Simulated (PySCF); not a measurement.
**Polarisability and C₆ of Pd²⁺ (palladium, charge +2)**

[Kr] 4d8, high-spin 3F determinant. All numbers are calculated (PySCF 2.14, scalar relativity through the core potential, in aug-cc-pwCVTZ-PP with ECP28MDF (8s8p7d4f3g, 122 functions)). Coupled (time-dependent) response in atomic units; α is the mean over directions.

```
method  mean α (bohr³)  C₆ (like pair)  S(−4)
   UHF           6.045           31.22  7.965
   PBE           6.953           36.65  12.42
```

S(−4) is the Cauchy moment in α(ω) = α(0) + S(−4) ω² + …

Spin-orbit coupling is absent.

α(iu) at UHF:

```tsv
u (hartree)	α(iu) (bohr³)
0	6.045
0.0500	6.025
0.100	5.967
0.200	5.754
0.300	5.452
0.500	4.761
0.750	3.959
1.00	3.301
1.50	2.349
2.00	1.730
3.00	1.025
5.00	0.4622
```

A single London oscillator, α(iu) = α/(1 + u²/ω²), gives C₆ = (3/4) ω α². Matching the computed C₆ needs ω = 4 × 31.22 / (3 × 6.045²) = 1.14 hartree.

For an ion, C₆ is the dispersion term alone; charge-induced terms of lower order in 1/R come first.

Energies and moments cover only the electrons outside the core potential.
